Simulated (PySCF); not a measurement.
C3F3, multiplicity 2. Atoms are numbered in the order given.

```xyz
6

C      0.0000     0.0000     2.4305
C      0.0000     0.0000     1.2069
C      0.0000     0.0000    -0.2690
F      1.0916     0.6302    -0.7485
F      0.0000    -1.2605    -0.7485
F     -1.0916     0.6302    -0.7485
```
Charge 0, spin multiplicity 2.

The structure is a stationary point at PBE-D3(BJ)/def2-SVP. The isomer is the one that the SMILES or the coordinates give; other isomers of the formula were not compared.

These are PySCF with PBE/def2-TZVP values and carry that method's errors.

ESP charges are fitted to the potential on shells at 1.4 to 2.0 van der Waals radii. Atomic charges (e):

```json
[
 {"atom": "C1", "meta-Löwdin": "0.07", "ESP fit": "…", "Mulliken": "0.12", "Löwdin": "0.12", "Mulliken spin": "1.12"},
 {"atom": "C2", "meta-Löwdin": "-0.11", "ESP fit": "…", "Mulliken": "-0.17", "Löwdin": "-0.10", "Mulliken spin": "-0.14"},
 {"atom": "C3", "meta-Löwdin": "0.75", "ESP fit": "…", "Mulliken": "0.39", "Löwdin": "-0.71", "Mulliken spin": "0.02"},
 {"atom": "F4", "meta-Löwdin": "-0.24", "ESP fit": "…", "Mulliken": "-0.11", "Löwdin": "0.23", "Mulliken spin": "0.00"},
 {"atom": "F5", "meta-Löwdin": "-0.24", "ESP fit": "…", "Mulliken": "-0.11", "Löwdin": "0.23", "Mulliken spin": "0.00"},
 {"atom": "F6", "meta-Löwdin": "-0.24", "ESP fit": "…", "Mulliken": "-0.11", "Löwdin": "0.23", "Mulliken spin": "0.00"}
]
```

### Question
What belongs in the gaps? (An estimate is asked for; the answer gives what the named calculation found.)

### Answer

- C1, ESP fit: 0.18
- C2, ESP fit: -0.32
- C3, ESP fit: 0.61
- F4, ESP fit: -0.16
- F5, ESP fit: -0.16
- F6, ESP fit: -0.16

Computed Mayer and Wiberg (Löwdin basis) orders of the bonds:
| bond | Mayer | Wiberg |
|---|---|---|
| C1–C2 | 2.76 | 3.06 |
| C2–C3 | 1.12 | 1.18 |
| C3–F4 | 1.20 | 1.76 |
| C3–F5 | 1.20 | 1.76 |
| C3–F6 | 1.20 | 1.76 |
